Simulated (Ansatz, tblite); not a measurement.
Removing an electron: the cluster Cu₅Te₄⁻. Total charge -1; singlet. Geometry: PBE-D4/def2-SVP. Ansatz, gas phase; energy differences of separate SCF runs; the oxidised species was run as a doublet alone.

```xyz
9

Cu   -1.755    0.044    0.061
Cu    0.208    1.041    1.388
Cu    1.723   -0.203   -0.272
Cu    0.058   -1.505    0.947
Cu   -0.091    1.342   -1.164
Te    2.019   -0.530    2.235
Te   -1.617    2.553    0.467
Te    0.737   -0.590   -2.566
Te   -1.281   -2.152   -1.096
```

In the def2 sets Te takes a core potential; there is no spin–orbit coupling. The xTB rows come from tblite. The structure comes from a short search, and lower isomers may exist.

```
           level  −HOMO (eV)  vertical IE (eV)  −LUMO (eV)  HOMO–LUMO gap (eV)
        GFN1-xTB        6.20              8.44        4.28                1.92
        GFN2-xTB        4.54              6.84        2.75                1.79
 PBE-D4/def2-SVP        1.08              3.12        0.00                1.08
PBE0-D4/def2-SVP        2.21              3.59       -0.49                2.70
```

 Raw xTB energy differences between charge states are shifted by several eV; the methods need an empirical correction for them.
